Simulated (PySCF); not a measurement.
## Computed vibrations of ReO3F

ReO3F (singlet). PySCF 2.14.0, RKS BP86, Re def2-SVP with ECP60, O def2-SVP, F def2-SVP; non-relativistic Hamiltonian with scalar-relativistic core potentials where named; density fitting; no spin-orbit coupling. Central differences of gradients.

```xyz
5

Re    0.0135   -0.0135    0.0135
O     1.0224    0.9387    1.0224
O    -0.9387   -1.0224    1.0224
O     1.0224   -1.0224   -0.9387
F    -1.0644    1.0644   -1.0644
```

Run from Python with OMP_NUM_THREADS=2. Where DIIS fails, smearing, a level shift and second-order steps follow.
It took 25 s on 2 threads of Arm Neoverse V1 (shared host).

(1) What are the harmonic wavenumbers and infrared intensities?

(2) Is this a minimum?

Results:

(1) Modes are labelled in C3v; negative numbers are unstable modes, those under 60 cm⁻¹ near the noise; a finer grid moves soft modes by up to 10 cm⁻¹.
| cm⁻¹ | km/mol | symmetry |
| --- | --- | --- |
| 218 | 6.0 | e |
| 218 | 6.0 | e |
| 305 | 9.6 | a1 |
| 341 | 2.0 | e |
| 341 | 2.0 | e |
| 697 | 73.6 | a1 |
| 976 | 121.5 | e |
| 976 | 121.5 | e |
| 1004 | 14.0 | a1 |

(2) Yes. Ideal gas at 298.15 K and 1 bar: S = 313.7 J/(mol K), Cp = 77.2 J/(mol K), H − H(0 K) = 16.4 kJ/mol (rigid rotor, harmonic modes, spin degeneracy alone).
